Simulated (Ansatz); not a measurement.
```xyz
10

C     1.011    0.499    1.354
O     0.650   -0.172    0.179
W    -0.684   -0.405   -1.060
F    -1.917    0.347   -2.229
F    -1.795    0.371    0.233
F     0.546   -0.181   -2.432
S    -1.124   -2.464   -1.021
H     1.451   -0.221    2.047
H     1.742    1.277    1.123
H     0.120    0.948    1.804
```

Total charge 0; spin multiplicity 1. W: def2 effective core potential.

(1) List the PBE/def2-TZVPP orbital energies in eV (Ansatz). (Estimate.)

## Answers

(1) Ansatz gave: Occupied: -2396.06, -660.28, -660.12, -660.11, -511.94, -271.16, -209.04, -155.10, -155.09, -155.06, -80.51, -45.02, -44.97, -44.63, -29.48, -29.06, -28.76, -26.27, -17.84, -17.28, -13.43, -12.62, -12.46, -12.31, -11.77, -11.48, -11.21, -10.85, -10.37, -10.22, -10.07, -9.46, -9.04, -8.63, -8.25, -7.40, -7.03. Lowest empty: -3.69, -3.17, -2.90, -2.13, -0.40, 0.18, 0.88, 1.71.
